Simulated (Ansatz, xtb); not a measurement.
**C4H2FN3: which of two isomers lies lower**

Structure X: `C#Cc1nn[nH]c1F`, a singlet. Structure Y: `C#Cc1[nH]nnc1F`, a singlet. Both are isolated molecules in the gas phase, relaxed with B3LYP/def2-SVP.

Quicker runs give these differences E(Y) − E(X): GFN2-xTB −13.2 kJ/mol; HF/STO-3G +0.6 kJ/mol (at GFN2-xTB geometries); r2SCAN-D4/def2-SVP −24.2 kJ/mol (at GFN2-xTB geometries).

Question: Estimate which is lower in electronic energy at CCSD(T)/def2-SVP + ΔMP2/def2-TZVPP, and by roughly how much.

Answer: The CCSD(T)/def2-SVP + ΔMP2/def2-TZVPP calculation puts structure Y lower, by 18.1 kJ/mol.

Level by level:

```
                             level        geometry  E(Y) − E(X) (kJ/mol)  departure from the last row (kJ/mol)  job, with rough time for the two
                          GFN2-xTB        GFN2-xTB                   −13.2                                  +4.9              optimisation, 0.47 s
                         HF/STO-3G        GFN2-xTB                    +0.6                                 +18.6               single point, 1.8 s
                r2SCAN-D4/def2-SVP        GFN2-xTB                   −24.2                                  −6.1               single point, 8.7 s
                    B3LYP/def2-SVP  B3LYP/def2-SVP                   −20.4                                  −2.4             optimisation, 2.1 min
                       HF/def2-SVP  B3LYP/def2-SVP                   −12.6                                  +5.4           part of the CCSD(T) run
                      MP2/def2-SVP  B3LYP/def2-SVP                   −22.4                                  −4.3           part of the CCSD(T) run
                  CCSD(T)/def2-SVP  B3LYP/def2-SVP                   −17.6                                  +0.5                      single point
CCSD(T)/def2-SVP + ΔMP2/def2-TZVPP  B3LYP/def2-SVP                   −18.1                                                   single point, 2.7 min
```

As drawn, both hold the same kinds of bond in the same numbers.

HF/STO-3G finds them nearly level. The largest departure from CCSD(T)/def2-SVP + ΔMP2/def2-TZVPP is that of HF/STO-3G, 18.6 kJ/mol. The last row adds to CCSD(T) the change of the MP2 difference between the two basis sets, here −0.5 kJ/mol.

With thermal terms from frequencies at re-optimised GFN2-xTB minima (ideal gas, soft modes damped towards free rotors, one conformer each, 298.15 K, 1 atm): the zero-point term adds +0.5 kJ/mol; ΔH is −17.7 and ΔG −17.5 kJ/mol.

The correlated steps freeze 8 core orbitals. Programs: Ansatz 0.2.0, xtb 6.7.1; the last row on 2 threads of Intel(R) Xeon(R) Processor @ 2.50GHz (Skylake/Cascade Lake) on a shared host.
